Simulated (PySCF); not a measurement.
Quadrupolar nuclei of `[H]/N=C\[C@@H]1CCCC1=C` in NMR

Compound: C₇H₁₁N.
Z-matrix (Å and degrees, GFN2-xTB geometry), rows numbered from 1:
```
C 
C   1  1.3210
C   2  1.5046  1  126.05
C   3  1.5289  2  104.66  1   164.94
C   4  1.5284  3  103.64  2    31.80
C   2  1.5143  1  124.66  3   179.30
C   6  1.5053  2  108.08  1   -68.91
N   7  1.2521  6  128.16  2   109.94
H   1  1.0769  2  121.95  3   179.82
H   1  1.0767  2  121.56  3    -0.12
H   3  1.0897  2  112.17  1    42.09
H   3  1.0936  2  108.92  1   -77.13
H   4  1.0893  3  112.66  2   153.36
H   4  1.0912  3  110.01  2   -85.95
H   5  1.0901  4  112.66  3  -159.31
H   5  1.0916  4  109.96  3    79.79
H   6  1.0949  2  111.27  1    50.69
H   7  1.0862  6  115.56  2   -68.73
H   8  1.0208  7  114.93  6     0.93
```

Computed at PBE0/pcSseg-1 (PySCF, non-relativistic):

| atom | environment | nucleus | spin I | Q (b) | CQ = χzz (MHz) | η |
| --- | --- | --- | --- | --- | --- | --- |
| N8 | imine nitrogen | 14N | 1 | 0.02044 | -4.953 | 0.347 |

Problem. Recover the principal values of the field gradient from CQ = 234.96 MHz × Q × Vzz, η = (Vxx − Vyy)/Vzz and a zero trace.

Solution. The tensor is traceless, so η fixes the two smaller values:

```csv
atom,Vxx (au),Vyy (au),Vzz (au),Vzz (10²¹ V/m²)
N8,0.337,0.695,-1.031,-10.02
```

Problem. Give the quadrupolar product PQ = |CQ|√(1 + η²/3), the quadrupolar frequency νQ = 3|CQ|/[2I(2I − 1)] and the Larmor frequency ν0 = |g| × 7.62259 MHz/T × B at 21.15 T, with g(14N) = 0.40376.

Solution. 
```
atom  PQ (MHz)  νQ (MHz)  ν0 (MHz)  νQ/ν0
  N8     5.051     7.429     65.09  0.114
```

For N8: PQ = 4.953 × 1.0199, νQ = 4.953 × 1.5000, ν0 = 3.0777 MHz/T × 21.15 T.

Problem. A static spin 1 shows, to first order, a doublet split by νQ with the field along z of the gradient, and by (3/4)|CQ|(1 + η) and (3/4)|CQ|(1 − η) along y and x. Give the last two for 14N.

Solution. N8: 5.004 and 2.425 MHz.

The couplings are those of the rigid, isolated species; surroundings and motion change them. GFN2-xTB bond lengths can be off by several hundredths of an ångström, more for odd bonds, and the gradients follow them. With a basis this small, the couplings can be 20 % off.

These values come from a run that also computed NMR shieldings. Hardware: an Arm Neoverse V2 with one thread, shared host with 96 logical CPUs at a one-minute load of 49. Cost: 35 s of wall time (with the writing of density and orbital grids), 0.85 GiB resident at most.

One conformer stands for the species.
